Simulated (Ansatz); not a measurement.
Isolated molecules relaxed with PBE0-D4/def2-TZVP in Ansatz; ΔE leaves out vibrations. CCSD(T)/CBS is the MP2 limit (def2-TZVPP, def2-QZVPP) plus CCSD(T) − MP2 in def2-TZVPP, frozen cores. This one scheme is used for every species. DFT in def2-TZVPP. For As outer-core shells are correlated without core-valence functions, which leaves a few kJ/mol of doubt a bond. Scalar relativity is left out up to krypton. Each species was taken in one conformer, which may not be the lowest.

Consider the cleavage of the Si–Si bond: `C=C[SiH2][SiH2]F` + arsine → `C=C[SiH2][AsH2]` + `F[SiH3]`.

```tsv
level	ΔE (kJ/mol)
PBE0-D4	-34.2
CCSD/def2-TZVPP	-40.0
```

**Question.** What does CCSD(T)/CBS give? (Estimate.)

**Answer.** The calculation gave: -41.5 kJ/mol. The listed levels differ from it by 7.3, 1.5 kJ/mol.

Largest T1 diagnostic among the species: 0.012.

From PBE to PBE0 (25 % exact exchange), in def2-TZVPP and without D4, ΔE moves by −3.7 kJ/mol.
